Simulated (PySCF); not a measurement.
## Electronic structure of Tm (thulium, neutral) at the PW91 level

Configuration: [Xe] 4f13 6s1 6p1, one real determinant (an excited configuration). Computed with PySCF 2.14 in ANO-RCC-VTZP (8s7p5d3f2g1h, 104 functions), with the spin-free X2C one-electron Hamiltonian (Gaussian nucleus).

| Item | Value |
| --- | --- |
| Total energy | -13568.18 hartree |
| One-electron energy | -18610.67 hartree |
| Hartree (Coulomb) energy | 5333.85 hartree |
| Exchange-correlation energy | -291.37 hartree |
| ⟨S²⟩ | 3.7502 |
| ⟨L²⟩ | 14.013 |
| Sum of ⟨r⟩ | 45.30 bohr |
| Sum of ⟨r²⟩ | 88.33 bohr² |
| Traceless quadrupole moment −½Σ⟨3z² − r²⟩ along its main axis | -13.9 e·bohr² |
| Langevin diamagnetic susceptibility | -70.0 ×10⁻⁶ cm³/mol |
| Time after the integrals | roughly 6 core-seconds |

```tsv
shell	electrons	mean orbital energy (eV)	spread (eV)	rms radius, mean of both spins (bohr)
1s α	1	-59110.4	0	0.0227
1s β	1	-59110.4	0	0.0227
2s α	1	-9975.6	0	0.0918
2s β	1	-9975.6	0	0.0918
2p α	3	-8832.2	0.263	0.0829
2p β	3	-8832.2	0.246	0.0829
3s α	1	-2243.9	0	0.236
3s β	1	-2243.5	0	0.236
3p α	3	-1895.8	1.514	0.237
3p β	3	-1895.3	1.104	0.237
3d α	5	-1454.8	1.456	0.216
3d β	5	-1454.5	0.964	0.216
4s α	1	-443.14	0	0.529
4s β	1	-442.19	0	0.529
4p α	3	-328.18	2.289	0.563
4p β	3	-327.24	1.408	0.563
4d α	5	-172.83	2.562	0.617
4d β	5	-171.91	1.228	0.617
5s α	1	-54.740	0	1.31
5s β	1	-54.219	0	1.31
5p α	3	-28.479	0.680	1.57
5p β	3	-28.019	0.292	1.57
6s α	1	-5.033	0	4.07
4f α	7	-4.725	2.438	0.943
4f β	6	-3.916	1.374	0.943
6p α	1	-2.159	0	5.89
```

⟨L²⟩ = 14.01 against 20 for a pure G term, so this real determinant mixes terms. Spin-orbit coupling, absent here, splits the open shell strongly.

Densities and radii are taken from the X2C orbitals without a picture-change correction, which distorts them close to the nucleus.
